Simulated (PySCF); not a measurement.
Isomers of C2H5NO. All species are isolated molecules in the gas phase. One relaxed conformer stands for each flexible species; it need not be the lowest. Strings in code marks are SMILES.

The four lowest singlet excitations (Tamm–Dancoff). Computed with B3LYP-D3(BJ)/def2-TZVP run with PySCF. B3LYP has the VWN-RPA correlation part, as in Gaussian. Excitations are Tamm–Dancoff values on a coarser integration grid. The basis has no diffuse functions, so Rydberg states are missing or too high.

```json
[
 {"state": "S1", "energy (eV)": "5.02", "wavelength (nm)": "247", "oscillator strength": "0.002"},
 {"state": "S2", "energy (eV)": "5.93", "wavelength (nm)": "209", "oscillator strength": "0.004"},
 {"state": "S3", "energy (eV)": "7.76", "wavelength (nm)": "160", "oscillator strength": "0.016"},
 {"state": "S4", "energy (eV)": "7.79", "wavelength (nm)": "159", "oscillator strength": "0.055"}
]
```

### Question
Name which member gives these states.
(A) `C=C(N)O`
(B) `[H]/N=C(\C)O` (N–C–O–H torsion 0°)
(C) `C1NCO1`
(D) `C=NCO` (C–N–C–O torsion -130°, N–C–O–H torsion -47°)

### Answer
D, `C=NCO` (C–N–C–O torsion -130°, N–C–O–H torsion -47°)
